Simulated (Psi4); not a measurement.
Internal rotation in SMILES OB(O)c1ccccc1. Scanned: dihedral H10–O1–B2–O3 and dihedral O1–B2–C4–C5; all other coordinates were relaxed at GFN2-xTB. Points at φ and −φ are mirror images. Heavy atoms are numbered in the order of the SMILES OB(O)c1ccccc1, hydrogens after them in the order of the atoms that carry them; the mirror image has the same energies with the sign of each dihedral reversed.

Calculation: PBE/def2-SVP // GFN2-xTB (Psi4).

Energy in kJ/mol above the lowest grid point; x is the dihedral H10–O1–B2–O3 (°), y the dihedral O1–B2–C4–C5 (°).

```
y \ x  -150  -120   -90   -60   -30     0    30    60    90   120   150   180
-----  ----  ----  ----  ----  ----  ----  ----  ----  ----  ----  ----  ----
180    20.0  35.7  43.0  30.7   9.8   0.0   9.8  30.7  43.0  35.7  20.0  13.1
150    22.6  41.3  47.4  32.7  11.0   1.9  13.1  34.6  45.2  34.6  16.7  11.1
120    27.1  48.1  56.1  41.0  18.7   9.8  22.0  44.9  55.6  43.1  23.3  15.8
90     30.9  51.7  62.8  49.5  26.5  15.7  26.4  49.5  62.8  51.7  30.9  21.7
60     23.4  43.2  55.7  44.9  21.9   9.6  18.5  40.9  56.1  48.1  27.1  15.9
30     16.7  34.6  45.3  34.8  13.2   1.9  10.9  32.6  47.4  41.4  22.6  11.1
0      20.1  35.7  43.0  30.7   9.8   0.0   9.8  30.7  43.0  35.7  20.1  13.1
-30    22.6  41.4  47.4  32.6  10.9   1.9  13.2  34.8  45.3  34.6  16.7  11.1
-60    27.1  48.1  56.1  40.9  18.5   9.6  21.9  44.9  55.7  43.2  23.4  15.9
-90    30.9  51.7  62.8  49.5  26.4  15.7  26.5  49.5  62.8  51.7  30.9  21.7
-120   23.3  43.1  55.6  44.9  22.0   9.8  18.7  41.0  56.1  48.1  27.1  15.8
-150   16.7  34.6  45.2  34.6  13.1   1.9  11.0  32.7  47.4  41.3  22.6  11.1
```

Points that lie below all their neighbours on the grid: x = 0, y = 0 (0.0 kJ/mol); x = 0, y = 180 (0.0 kJ/mol); x = 180, y = -30 (11.1 kJ/mol); x = 180, y = 30 (11.1 kJ/mol); x = 180, y = -150 (11.1 kJ/mol); x = 180, y = 150 (11.1 kJ/mol). The lowest path on the grid from the first to the second passes x = 0, y = -90 at 15.7 kJ/mol.
